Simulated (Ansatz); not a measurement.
`CCCCCCCCCCO`. Charge 0, multiplicity 1. Geometry PBE0-D4/def2-SVP.

Cartesian coordinates in Å:
```
C -0.2612 4.0056 3.9411
C -0.6477 3.2226 2.6966
C 0.0792 1.8911 2.5668
C -0.3064 1.0983 1.3262
C 0.4249 -0.2326 1.2056
C 0.0077 -1.0922 0.0162
C 0.3452 -0.4928 -1.3442
C -0.0591 -1.3556 -2.5359
C 0.6752 -2.6862 -2.6471
C 0.3123 -3.4720 -3.8988
O -1.0378 -3.8548 -3.9436
H 0.8171 4.2336 3.9514
H -0.4832 3.4349 4.8574
H -0.8030 4.9615 4.0062
H -1.7373 3.0408 2.6961
H -0.4485 3.8326 1.7974
H 1.1704 2.0698 2.5614
H -0.1158 1.2794 3.4669
H -1.3968 0.9138 1.3350
H -0.1159 1.7187 0.4328
H 1.5136 -0.0463 1.1563
H 0.2645 -0.8082 2.1341
H -1.0803 -1.2836 0.0676
H 0.4889 -2.0796 0.1114
H -0.1441 0.4904 -1.4434
H 1.4319 -0.2937 -1.3927
H 0.1066 -0.7797 -3.4648
H -1.1476 -1.5450 -2.4809
H 1.7651 -2.5059 -2.6470
H 0.4579 -3.3164 -1.7688
H 0.8973 -4.4049 -3.9333
H 0.5979 -2.8856 -4.7978
H -1.5709 -3.0578 -4.0282
```

B3LYP takes the VWN-RPA correlation.

**Question.** Estimate the orbital energies around the gap (eV) in Ansatz with BLYP-D4/def2-TZVP, r2SCAN-D4/def2-TZVP, B3LYP-D4/6-31G, PBE0-D4/def2-TZVP, r2SCAN0-D4/def2-TZVP.

**Answer.** 
```
orbital  BLYP-D4/def2-TZVP  r2SCAN-D4/def2-TZVP  B3LYP-D4/6-31G  PBE0-D4/def2-TZVP  r2SCAN0-D4/def2-TZVP
 HOMO−5              -7.57                -7.92           -8.69              -9.02                 -9.22
 HOMO−4              -7.51                -7.85           -8.61              -8.95                 -9.14
 HOMO−3              -7.43                -7.82           -8.48              -8.93                 -9.13
 HOMO−2              -7.31                -7.67           -8.41              -8.75                 -8.93
 HOMO−1              -7.06                -7.40           -8.14              -8.48                 -8.66
   HOMO              -6.04                -6.46           -7.11              -7.75                 -7.99
   LUMO               0.18                 0.86            1.87               1.05                  1.49
 LUMO+1               0.40                 1.08            2.42               1.18                  1.63
 LUMO+2               0.66                 1.36            2.61               1.47                  1.93
 LUMO+3               0.82                 1.51            2.82               1.63                  2.09
 LUMO+4               0.85                 1.56            2.90               1.67                  2.13
 LUMO+5               1.14                 1.87            3.20               1.98                  2.45
```
